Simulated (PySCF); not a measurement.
Atom-mapped SMILES (the numbers label the heavy atoms): `[F:1][C:2]([F:3])([F:4])[C:5]1=[O+:6][BH2-:7][O:8][CH:9]=[CH:10]1`; H(Xn) means a hydrogen on atom n.

Computed data (PySCF): PBE0-D3(BJ)/def2-SVP structure, PBE0/pcSseg-1 with gauge-including orbitals. No relativistic terms, one averaged value for each set of equivalent atoms, in vacuum, a single conformation.

Shifts are taken against calculated references (same method and geometry level): TMS for ¹³C and ¹H; CFCl3 for ¹⁹F; ¹⁷O vs H2O; BF3·OEt2 for ¹¹B.

```
   atoms  nucleus  count  Hirshfeld charge  δ (ppm)
      O6      ¹⁷O      1             -0.10    274.6
      C2      ¹³C      1              0.26    122.4
     C10      ¹³C      1             -0.12        ?
   H(C9)       ¹H      1              0.08     7.68
      C9      ¹³C      1              0.14        ?
      C5      ¹³C      1              0.13    182.4
  H(C10)       ¹H      1              0.06        ?
   H(B7)       ¹H      2             -0.09     4.36
      B7      ¹¹B      1              0.06      5.7
      O8      ¹⁷O      1             -0.09    299.4
F1/F3/F4      ¹⁹F      3             -0.08    -88.5
```

Fill in the missing shifts.

## Answers


- C9: 189.5 ppm, alkene carbon bearing oxygen; an sp2 carbon further deshielded by the attached heteroatom
- C10: 97.2 ppm, β carbon of an enol-ether or enamine type C=C; the O or N lone pair pushes π density onto this β carbon and shields it
- H(C10): 5.23 ppm, hydrogen on a β carbon of an enol-ether or enamine type C=C; a vinylic proton, deshielded by the sp2 carbon and the C=C anisotropy

Hydrogens on boron are broadened and split by ¹¹B (spin 3/2, 80 %) and 10B (spin 3). Shifts are as computed. Against solution values, carbons near 30 ppm lie about +2 ppm off and those near 130 ppm about +5 ppm. Of 1309 compounds with measured shifts, 239 miss one by over three times the rms of a fit or turn the order of signals round; such compounds aren't used in these exercises. Unscaled 19F shifts against computed CFCl3 carry errors that often reach 10 to 50 ppm. Unscaled 17O shifts of doubly bonded oxygen tend to come out too high, by tens of ppm or more. Experimental scales use liquid or dissolved standards, which lie at an offset from isolated H2O (liquid H2O: subtract about 36 ppm).
